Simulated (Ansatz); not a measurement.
`B1COCO1` from Hartree–Fock to CCSD(T)

Z-matrix (Å, degrees):
```
C
O 1 1.432
B 1 1.571 2 101.8
H 1 1.102 2 111.1 3 120.0
H 1 1.093 2 108.5 3 -122.5
C 2 1.392 1 108.4 3 -20.5
O 3 1.350 1 107.3 2 10.9
H 3 1.191 1 131.8 2 -169.9
H 6 1.100 2 111.9 1 -94.8
H 6 1.092 2 109.3 1 142.8
```

Total charge 0; spin multiplicity 1. All single points use the PBE0-D4/def2-TZVP geometry. Frozen core, restricted reference, the Gaussian-basis code of Ansatz. CBS rows extrapolate triple and quadruple zeta; past MP2 they add the triple-zeta difference.

```json
{"basis": "def2-SVP", "HF (Eh)": "-252.88918", "MP2 corr.": "-0.71244", "CCSD corr.": "?", "(T)": "-0.02157", "CCSD(T) total": "?"}
{"basis": "def2-TZVPP", "HF (Eh)": "-253.18657", "MP2 corr.": "-0.89381", "CCSD corr.": "-0.92245", "(T)": "?", "CCSD(T) total": "?"}
{"basis": "def2-QZVPP", "HF (Eh)": "?", "MP2 corr.": "?", "CCSD corr.": "–", "(T)": "–", "CCSD(T) total": "–"}
{"basis": "CBS(def2)", "HF (Eh)": "-253.20009", "MP2 corr.": "-1.00769", "CCSD corr.": "-1.03632", "(T)": "as TZ", "CCSD(T) total": "-254.27330"}
```

Problem. Fill in the withheld values. (An estimate is asked.)

Solution. Ansatz gave: def2-SVP CCSD corr.: -0.75311; def2-SVP CCSD(T) total: -253.66386; def2-TZVPP (T): -0.03689; def2-TZVPP CCSD(T) total: -254.14591; def2-QZVPP HF (Eh): -253.19845; def2-QZVPP MP2 corr.: -0.95923.
